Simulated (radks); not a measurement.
Spin polarisation of the 4f7 shell in neutral gadolinium. Start: [Xe] 4f(up 3.5, down 3.5) 5d(up 0.5, down 0.5) 6s2; electrons of 4f are moved from spin down to spin up, other shells keep equal spins. Method: scalar-relativistic Kohn-Sham, PBE, spin-polarised, spherical densities, finite nucleus; Fermi nuclear charge, rms radius of each element as measured or else 0.836 A^(1/3) + 0.57 fm; computed with a radial shooting solver on a logarithmic mesh with Libxc functionals.

[
 {"moment (Bohr magnetons)": "0", "E - E(0) (eV)": "0.000", "e(4f up) (eV)": "-8.699", "e(4f down) (eV)": "-8.699", "5d down minus up (eV)": "0.000"},
 {"moment (Bohr magnetons)": "1", "E - E(0) (eV)": "-0.191", "e(4f up) (eV)": "-9.066", "e(4f down) (eV)": "-8.301", "5d down minus up (eV)": "0.091"},
 {"moment (Bohr magnetons)": "2", "E - E(0) (eV)": "-0.766", "e(4f up) (eV)": "-9.403", "e(4f down) (eV)": "-7.873", "5d down minus up (eV)": "0.182"},
 {"moment (Bohr magnetons)": "3", "E - E(0) (eV)": "-1.722", "e(4f up) (eV)": "-9.708", "e(4f down) (eV)": "-7.414", "5d down minus up (eV)": "0.274"},
 {"moment (Bohr magnetons)": "4", "E - E(0) (eV)": "-3.061", "e(4f up) (eV)": "-9.980", "e(4f down) (eV)": "-6.923", "5d down minus up (eV)": "0.366"},
 {"moment (Bohr magnetons)": "5", "E - E(0) (eV)": "-4.781", "e(4f up) (eV)": "-10.217", "e(4f down) (eV)": "-6.400", "5d down minus up (eV)": "0.460"},
 {"moment (Bohr magnetons)": "6", "E - E(0) (eV)": "-6.880", "e(4f up) (eV)": "-10.418", "e(4f down) (eV)": "-5.844", "5d down minus up (eV)": "0.556"},
 {"moment (Bohr magnetons)": "7", "E - E(0) (eV)": "-9.357", "e(4f up) (eV)": "-10.578", "e(4f down) (eV)": "-5.252", "5d down minus up (eV)": "0.653"}
]

At moment 7 the spin-polarisation energy is -9.357 eV and the 4f exchange splitting 5.326 eV, that is 0.761 eV per Bohr magneton; E = -I m^2/4 would give I = 0.764 eV.
